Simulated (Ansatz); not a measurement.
`[SiH3][O][SnH3]` + H₂Se → `[SeH][SnH3]` + `O[SiH3]`  (ligand exchange at the Sn–O bond)

Gas-phase electronic energies from Ansatz, PBE0-D4/def2-TZVP geometries. CBS: MP2 limit from def2 TZ/QZ plus the TZ coupled-cluster correction, frozen cores. def2 core potentials past Kr. For Se, Sn outer-core shells are correlated without core-valence functions, which leaves a few kJ/mol of doubt a bond. Scalar relativity is left out up to krypton.

| level | ΔE (eV) |
| --- | --- |
| MP2/def2-SVP | -0.36 |
| CCSD(T)/def2-TZVPP | -0.39 |

Task: What does CCSD(T)/CBS give? (Estimate.)

Result: The calculation gave: -0.44 eV. The listed levels differ from it by 0.08, 0.05 eV.

Largest T1 diagnostic among the species: 0.013.

From r2SCAN to r2SCAN0 (25 % exact exchange), in def2-TZVPP and without D4, ΔE moves by −0.04 eV. At CCSD(T), def2-SVP lies +0.11 eV from the extrapolated value and def2-TZVPP +0.05 eV. Leaving LDA and LC-ωPBE aside and taking each functional with its dispersion term where it has one, the values, not all of them listed here, spread over 0.20 eV, from HSE06-D4 to B97M-V.
